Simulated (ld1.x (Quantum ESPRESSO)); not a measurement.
**P: one change to a TM potential, before and after**

ld1.x (Quantum ESPRESSO) 7.5 input, shortened:

```
&input
   title='P', zed=15., rel=1, dft='PBE', iswitch=3,
   config='[Ne] 3s2 3p2.5'
 /
 &inputp
   pseudotype=2, tm=.true., lloc=0,
   nlcc=.false.
 /
2
3P  2  1   2.50   0.00  1.65  1.65  0.0
3S  1  0   2.00   0.00  1.65  1.65  0.0
 &test
   configts(1)='3s2 3p2.5'
 /
```

All-electron outer shells of the reference configuration (PBE, scalar-relativistic, ld1.x):

| shell | level (eV) | outermost node (bohr) | outermost maximum (bohr) |
| --- | --- | --- | --- |
| 3s | -18.43 | 0.65 | 1.56 |
| 3p | -9.67 | 0.64 | 1.79 |

Change: wave 3p (bound): rc 1.65 bohr becomes 3p (bound): rc 1.12 bohr.

Cutoffs: the cutoffs (Ry, on a coarse ladder) from which the occupation-weighted sum of valence levels, in a spherical-Bessel basis at the reference potential, stays within 10 and 1 mRy of its value at 400 Ry; they do not see the model core or the augmentation charge, which bear on the density cutoff. Errors are all-electron minus pseudo energies relative to the spin-unpolarised reference configuration.

Q: Predict the effect on cutoff, ghosts and configuration errors.

A: The potential gets harder (25 Ry and 50 Ry → 100 Ry and 160 Ry); of the 7 tests that both files solve, the error grows in 5 and shrinks in 1 by more than 15 % and 0.3 meV (median size 1.1 → 12.9 meV); the range in which the p phases agree narrows (upper end 4.7 → 2.9); neither file shows a bound ghost. A smaller radius makes the pseudo-wave follow the all-electron one further in, where it bends more sharply, so more plane waves are needed.

| quantity | base | changed |
| --- | --- | --- |
| cutoff, loose | 25 Ry | 100 Ry |
| cutoff, tight | 50 Ry | 160 Ry |
| loose cutoff by channel (10 mRy a level) | p 8 Ry, s 18 Ry | p 90 Ry, s 18 Ry |
| bound ghosts | none | none |
| error for 3s2 3p3, meV [ΔE -3.77 eV] | +0.6 | +0.7 |
| error for 3s2 3p2, meV [ΔE 5.95 eV] | +0.4 | +0.9 |
| error for 3s2 3p1, meV [ΔE 25.10 eV] | +9.3 | +13 |
| error for 3s2 3p3.3, meV [ΔE -5.08 eV] | +1.1 | +1.5 |
| error for 3s1 3p4, meV [ΔE 4.76 eV] | +0.5 | +22 |
| error for 3s2 3p0, meV [ΔE 54.84 eV] | +45 | +59 |
| error for 3s1 3p0, meV [ΔE 106.85 eV] | +203 | +170 |
| s: phases at 1.80 bohr within 0.05 rad from the reference energy up to (Ry; the scan ends near 5) | 4.3 | 4.3 |
| p: phases at 1.80 bohr within 0.05 rad from the reference energy up to (Ry; the scan ends near 5) | 4.7 | 2.9 |
